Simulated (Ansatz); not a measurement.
Stepwise reaction of `C[O][Al]([Cl])[O]C` with water, as a gas-phase model of exchange steps in deposition or etching. ΔE in kJ/mol.

Calculated with Ansatz (gas phase, PBE0-D4/def2-TZVP geometries, no zero-point term in ΔE). CBS: MP2 limit from def2 TZ/QZ plus the TZ coupled-cluster correction, frozen cores. This one scheme is used for every species. Functionals use def2-TZVPP. B3LYP here is the variant with VWN-RPA as its local correlation; programs differ in this. One conformer a species, not always the lowest.

```csv
step,reaction,PBE-D4,B3LYP-D4,ωB97M-V,CCSD(T)/CBS
2,`C[O][Al]([OH])[Cl]` + H₂O → `[OH][Al]([OH])[Cl]` + CH₃OH,-3.6,-1.4,-3.3,-0.9
```

(1) Give the row of step 1, `C[O][Al]([Cl])[O]C` + H₂O → `C[O][Al]([OH])[Cl]` + CH₃OH. (Best estimate.)

(2) By hand: ΔE of the 2 steps together at CCSD(T)/CBS.

Results:

(1) The calculation gave: 
```csv
step,reaction,PBE-D4,B3LYP-D4,ωB97M-V,CCSD(T)/CBS
1,`C[O][Al]([Cl])[O]C` + H₂O → `C[O][Al]([OH])[Cl]` + CH₃OH,-3.8,-1.4,-3.4,-0.9
```

(2) (-0.9) + (-0.9) = -1.8 kJ/mol, or -0.9 kJ/mol a step.

In ΔE the steps differ by no more than 0.0 kJ/mol. PBE-D4 differs from CCSD(T)/CBS by -2.9 to -2.7 kJ/mol a step. Isolated molecules leave out the surface, adducts and barriers. Largest T1 diagnostic: 0.011.
